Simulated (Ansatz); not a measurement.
Total energies of C₂H₄BFO, SMILES `C=C(F)BO`.

Cartesian coordinates in Å:
```
C 0.710 0.493 1.320
C 0.092 0.425 0.150
F -0.214 1.582 -0.499
B -0.340 -0.873 -0.596
O -0.964 -0.798 -1.786
H 0.951 -0.428 1.833
H 0.981 1.436 1.781
H -0.126 -1.950 -0.126
H -1.090 0.112 -2.078
```

Total charge 0; spin multiplicity 1. Geometry: relaxed with PBE0-D4/def2-TZVP. It is one conformer, not always the lowest. Basis def2-TZVPP, Ansatz.

RPA on PBE orbitals: Hartree–Fock energy of these orbitals -277.14239 Eh, correlation -1.42634 Eh (frozen core).

```json
{"functional": "LDA (SPW92)", "kind": "LDA", "energy without D4 (Eh)": "-276.49562", "D4 term (kJ/mol)": "–"}
{"functional": "revPBE", "kind": "GGA", "energy without D4 (Eh)": "-278.58938", "D4 term (kJ/mol)": "-47.1"}
{"functional": "r2SCAN", "kind": "meta-GGA", "energy without D4 (Eh)": "-278.53574", "D4 term (kJ/mol)": "-3.3"}
{"functional": "B97M-V", "kind": "meta-GGA with VV10", "energy without D4 (Eh)": "-278.63281", "D4 term (kJ/mol)": "–"}
{"functional": "B3LYP", "kind": "global hybrid, 20 %", "energy without D4 (Eh)": "-278.69043", "D4 term (kJ/mol)": "-21.6"}
{"functional": "r2SCANh", "kind": "meta-GGA hybrid, 10 %", "energy without D4 (Eh)": "-278.52090", "D4 term (kJ/mol)": "-3.5"}
{"functional": "HSE06 (plane-wave form)", "kind": "screened hybrid", "energy without D4 (Eh)": "-278.35659", "D4 term (kJ/mol)": "-10.3"}
{"functional": "CAM-B3LYP", "kind": "range-separated hybrid", "energy without D4 (Eh)": "-278.57507", "D4 term (kJ/mol)": "-11.2"}
{"functional": "LC-ωPBE", "kind": "long-range corrected hybrid", "energy without D4 (Eh)": "-278.50073", "D4 term (kJ/mol)": "–"}
{"functional": "ωB97M-V", "kind": "range-separated hybrid meta-GGA with VV10", "energy without D4 (Eh)": "-278.58592", "D4 term (kJ/mol)": "–"}
```

(1) Give the same for PBE, BLYP, PBE0, r2SCAN0, BHLYP, ωB97X-V, B2PLYP, PBE-QIDH. (Estimate.)

B3LYP takes the VWN-RPA correlation (the form of Gaussian; ORCA's B3LYP/G). HSE06 is the plane-wave form, built on full-range PBE exchange. The double hybrids freeze the cores in their second-order part.

Results:

(1) Ansatz gave: 
```json
{"functional": "PBE", "kind": "GGA", "energy without D4 (Eh)": "-278.35856", "D4 term (kJ/mol)": "-13.5"}
{"functional": "BLYP", "kind": "GGA", "energy without D4 (Eh)": "-278.61674", "D4 term (kJ/mol)": "-30.6"}
{"functional": "PBE0", "kind": "global hybrid, 25 % exact exchange", "energy without D4 (Eh)": "-278.37014", "D4 term (kJ/mol)": "-11.2"}
{"functional": "r2SCAN0", "kind": "meta-GGA hybrid, 25 %", "energy without D4 (Eh)": "-278.49982", "D4 term (kJ/mol)": "-3.8"}
{"functional": "BHLYP", "kind": "global hybrid, 50 %", "energy without D4 (Eh)": "-278.54684", "D4 term (kJ/mol)": "-15.0"}
{"functional": "ωB97X-V", "kind": "range-separated hybrid GGA with VV10", "energy without D4 (Eh)": "-278.58925", "D4 term (kJ/mol)": "–"}
{"functional": "B2PLYP", "kind": "double hybrid", "energy without D4 (Eh)": "-278.48325", "D4 term (kJ/mol)": "–"}
{"functional": "PBE-QIDH", "kind": "double hybrid", "energy without D4 (Eh)": "-278.32933", "D4 term (kJ/mol)": "–"}
```

LC-ωPBE has ω = 0.4 bohr⁻¹.
